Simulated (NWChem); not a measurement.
System: CH4SZn; SMILES [CH3][Zn][SH]

The following NWChem deck was run.

```
start job
memory heap 200 mb stack 900 mb global 1100 mb
geometry units angstroms noautoz
  Zn     0.127608    -0.330647    -0.000259
  C      0.164944    -2.268758    -0.000680
  H     -0.328095    -2.675817    -0.897391
  H     -0.347890    -2.676541     0.884530
  H      1.202533    -2.638617     0.010746
  S      0.112812     1.859182     0.000205
  H     -1.239053     1.910214     0.000405
end
basis spherical
  * library pcseg-1
end
dft
  xc pbe0
  iterations 150
  mulliken
end
task dft energy
```

Parts of the log:

```
             Northwest Computational Chemistry Package (NWChem) 7.3.0
             --------------------------------------------------------

 C1  symmetry detected

                             Geometry "geometry" -> ""
                             -------------------------

 Output coordinates in angstroms (scale by  1.889725989 to convert to a.u.)

  No.       Tag          Charge          X              Y              Z
 ---- ---------------- ---------- -------------- -------------- --------------
    1 Zn                  30.0000     0.01406975    -0.33347679    -0.00000226
    2 C                    6.0000     0.00490264    -2.27192575    -0.00001030
    3 H                    1.0000    -0.49763712    -2.66723195    -0.89670528
    4 H                    1.0000    -0.51768642    -2.66710013     0.88521302
    5 H                    1.0000     1.03331912    -2.66656606     0.01164006
    6 S                   16.0000     0.05180870     1.85607704    -0.00000098
    7 H                    1.0000    -1.29844311     1.93952360    -0.00000266

 Effective nuclear repulsion energy (a.u.)     224.4786642421

                                 NWChem DFT Module
                                 -----------------

 Summary of "ao basis" -> "ao basis" (spherical)
 ------------------------------------------------------------------------------
       Tag                 Description            Shells   Functions and Types
 ---------------- ------------------------------  ------  ---------------------
 Zn                         pcseg-1                 11       31   5s3p2d1f
 C                          pcseg-1                  6       14   3s2p1d
 H                          pcseg-1                  3        5   2s1p
 S                          pcseg-1                  8       18   4s3p1d

            General Information
            -------------------
          SCF calculation type: DFT
          Wavefunction type:  closed shell.
          No. of atoms     :     7
          No. of electrons :    56
           Alpha electrons :    28
            Beta electrons :    28
          Charge           :     0
          Spin multiplicity:     1
          Use of symmetry is: off; symmetry adaption is: off
          Maximum number of iterations: 150
          AO basis - number of functions:    83
                     number of shells:    37
          Convergence on energy requested:  1.00D-06
          Convergence on density requested:  1.00D-05
          Convergence on gradient requested:  5.00D-04

              XC Information
              --------------
                         PBE0 Method XC Functional
                     Hartree-Fock (Exact) Exchange  0.250
          PerdewBurkeErnzerhof Exchange Functional  0.750
            Perdew 1991 LDA Correlation Functional  1.000 local
           PerdewBurkeErnz. Correlation Functional  1.000 non-local

             Grid Information
             ----------------
          Grid used for XC integration:  medium
          Radial quadrature: Mura-Knowles
          Angular quadrature: Lebedev.
          Tag              B.-S. Rad. Rad. Pts. Rad. Cut. Ang. Pts.
          ---              ---------- --------- --------- ---------
          Zn                  1.35      112           9.0       590
          C                   0.70       49          12.0       434
          H                   0.35       45          13.0       434
          S                   1.00       88          12.0       590
          Grid pruning is: on
          Number of quadrature shells:   429
          Spatial weights used:  Erf1

      Superposition of Atomic Density Guess
      -------------------------------------

 Sum of atomic energies:       -2214.66087717

      Non-variational initial energy
      ------------------------------

 Total energy =   -2215.696066
 1-e energy   =   -3533.976851
 2-e energy   =    1093.802120
 HOMO         =      -0.330101
 LUMO         =      -0.013468

     ---------------------------------------------
      Total Density - Mulliken Population Analysis
     ---------------------------------------------

    Atom       Charge   Shell Charges
 -----------   ------   -------------------------------------------------------
    1 Zn  30    29.14   2.00  2.00  2.00  0.57  0.27  6.00  5.99  0.31  8.97  1.03  0.00
    2 C    6     6.88   2.00  0.79  0.53  2.15  1.41  0.01
    3 H    1     0.83   0.69  0.12  0.02
    4 H    1     0.83   0.69  0.12  0.02
    5 H    1     0.83   0.69  0.12  0.02
    6 S   16    16.73   2.00  2.00  1.19  0.66  5.99  3.41  1.45  0.02
    7 H    1     0.76   0.59  0.15  0.02

   convergence    iter        energy       DeltaE   RMS-Dens  Diis-err
 ---------------- ----- ----------------- --------- --------- ---------
 d= 0,ls=0.0,diis     1  -2217.4290376882 -2.44D+03  1.04D-02  2.65D-01
 d= 0,ls=0.0,diis     2  -2217.4514666212 -2.24D-02  4.55D-03  1.00D-01
 d= 0,ls=0.0,diis     3  -2217.4660927078 -1.46D-02  1.26D-03  9.91D-03
 d= 0,ls=0.0,diis     4  -2217.4675083627 -1.42D-03  2.31D-04  1.23D-03
 d= 0,ls=0.0,diis     5  -2217.4676172895 -1.09D-04  8.78D-05  8.12D-05
  Resetting Diis
 d= 0,ls=0.0,diis     6  -2217.4676240486 -6.76D-06  1.98D-05  2.77D-06
 d= 0,ls=0.0,diis     7  -2217.4676244265 -3.78D-07  1.26D-05  3.88D-07
 d= 0,ls=0.0,diis     8  -2217.4676243869  3.95D-08  7.23D-06  7.11D-07

         Total DFT energy =    -2217.467624386935
      One electron energy =    -3534.119183788269
           Coulomb energy =     1195.491125644945
    Exchange-Corr. energy =     -103.318230485757
 Nuclear repulsion energy =      224.478664242147

 Numeric. integr. density =       56.000000025786

                       DFT Final Molecular Orbital Analysis
                       ------------------------------------

 Vector   26  Occ=2.000000D+00  E=-3.409192D-01
              MO Center= -1.0D-03,  9.0D-02, -2.5D-06, r^2= 4.2D+00
   Bfn.  Coefficient  Atom+Function         Bfn.  Coefficient  Atom+Function
  ----- ------------  ---------------      ----- ------------  ---------------
     4      0.460969  1 Zn s                  3     -0.358600  1 Zn s
    69     -0.353037  6 S  py                36      0.256599  2 C  py
    63     -0.185232  6 S  s                 64     -0.179215  6 S  s
    39      0.174536  2 C  py                68     -0.174672  6 S  px
    19      0.153330  1 Zn d  2              72     -0.145297  6 S  py

 Vector   27  Occ=2.000000D+00  E=-2.903644D-01
              MO Center=  3.3D-02, -1.1D-01, -9.5D-06, r^2= 5.1D+00
   Bfn.  Coefficient  Atom+Function         Bfn.  Coefficient  Atom+Function
  ----- ------------  ---------------      ----- ------------  ---------------
    69      0.486708  6 S  py                36      0.355578  2 C  py
    13     -0.261303  1 Zn py                39      0.245112  2 C  py
    72      0.210833  6 S  py                66     -0.184117  6 S  py
    10      0.157336  1 Zn py                34      0.094489  2 C  s
    68      0.090877  6 S  px                56     -0.082967  5 H  s

 Vector   28  Occ=2.000000D+00  E=-2.605957D-01
              MO Center=  2.9D-02,  1.7D+00, -2.3D-05, r^2= 1.8D+00
   Bfn.  Coefficient  Atom+Function         Bfn.  Coefficient  Atom+Function
  ----- ------------  ---------------      ----- ------------  ---------------
    70      0.711359  6 S  pz                73      0.397667  6 S  pz
    67     -0.265076  6 S  pz                16     -0.112947  1 Zn d -1
    14      0.105984  1 Zn pz                11     -0.051421  1 Zn pz

 Vector   29  Occ=0.000000D+00  E=-9.972269D-03
              MO Center= -8.3D-02, -2.0D-01,  1.1D-04, r^2= 6.4D+00
   Bfn.  Coefficient  Atom+Function         Bfn.  Coefficient  Atom+Function
  ----- ------------  ---------------      ----- ------------  ---------------
     5      1.184483  1 Zn s                 34     -0.674399  2 C  s
    64     -0.565663  6 S  s                 72      0.347934  6 S  py
    80      0.327965  7 H  s                 39     -0.289479  2 C  py
    69      0.279818  6 S  py                63     -0.196511  6 S  s
    36     -0.191068  2 C  py                19     -0.186252  1 Zn d  2

 Vector   30  Occ=0.000000D+00  E= 3.338252D-02
              MO Center= -5.1D-01,  1.2D+00, -7.5D-05, r^2= 4.7D+00
   Bfn.  Coefficient  Atom+Function         Bfn.  Coefficient  Atom+Function
  ----- ------------  ---------------      ----- ------------  ---------------
    80      1.426722  7 H  s                 71      0.890081  6 S  px
    64     -0.767821  6 S  s                 12      0.389573  1 Zn px
    34      0.364657  2 C  s                 79      0.320123  7 H  s
    68      0.292562  6 S  px                 4     -0.265153  1 Zn s
    72     -0.248479  6 S  py                 5     -0.229571  1 Zn s

 Vector   31  Occ=0.000000D+00  E= 7.091380D-02
              MO Center= -2.2D-01, -2.8D-01,  1.2D-04, r^2= 4.7D+00
   Bfn.  Coefficient  Atom+Function         Bfn.  Coefficient  Atom+Function
  ----- ------------  ---------------      ----- ------------  ---------------
    12      0.813775  1 Zn px                80     -0.761472  7 H  s
    34     -0.626595  2 C  s                 52      0.458925  4 H  s
    47      0.454434  3 H  s                 64      0.387514  6 S  s
    71     -0.327496  6 S  px                68     -0.324135  6 S  px
     9     -0.265345  1 Zn px                38      0.258925  2 C  px

     ---------------------------------------------
      Total Density - Mulliken Population Analysis
     ---------------------------------------------

    Atom       Charge   Shell Charges
 -----------   ------   -------------------------------------------------------
    1 Zn  30    29.43   2.00  2.00  2.00  0.77  0.13  6.00  6.00  0.54  8.89  1.10  0.00
    2 C    6     6.61   1.99  0.71  0.52  2.10  1.26  0.02
    3 H    1     0.88   0.75  0.11  0.02
    4 H    1     0.88   0.75  0.11  0.02
    5 H    1     0.88   0.75  0.11  0.02
    6 S   16    16.45   2.00  1.99  1.20  0.68  5.99  3.25  1.31  0.04
    7 H    1     0.88   0.71  0.15  0.02

     -------------------------------------------
      Total Density - Lowdin Population Analysis
     -------------------------------------------

    Atom       Charge   Shell Charges
 -----------   ------   -------------------------------------------------------
    1 Zn  30    29.43   2.00  2.00  1.93  0.60  0.27  5.99  5.87  0.74  8.70  1.34  0.00
    2 C    6     6.47   1.98  0.55  0.43  1.93  1.53  0.04
    3 H    1     0.93   0.65  0.23  0.05
    4 H    1     0.93   0.65  0.23  0.05
    5 H    1     0.93   0.65  0.23  0.05
    6 S   16    16.34   2.00  1.95  1.00  0.72  5.91  2.99  1.73  0.05
    7 H    1     0.96   0.63  0.27  0.06

     Multipole analysis of the density
     ---------------------------------

     L   x y z        total         alpha         beta         nuclear
     -   - - -        -----         -----         ----         -------
     0   0 0 0     -0.000000    -28.000000    -28.000000     56.000000

     1   1 0 0     -0.374212     -0.187106     -0.187106     -0.000000
     1   0 1 0     -0.806726     -0.403363     -0.403363      0.000000
     1   0 0 1      0.000058      0.000029      0.000029      0.000000

     2   2 0 0    -23.857811    -17.853969    -17.853969     11.850127
     2   1 1 0     -1.821147      1.294118      1.294118     -4.409383
     2   1 0 1      0.000062      0.000030      0.000030      0.000001
     2   0 2 0    -31.691244   -220.336031   -220.336031    408.980818
     2   0 1 1     -0.000229      0.000137      0.000137     -0.000504
     2   0 0 2    -26.800963    -16.235581    -16.235581      5.670200
```

Level: PBE0/pcseg-1. Structure relaxed at the PBE0/def2-SVP level.
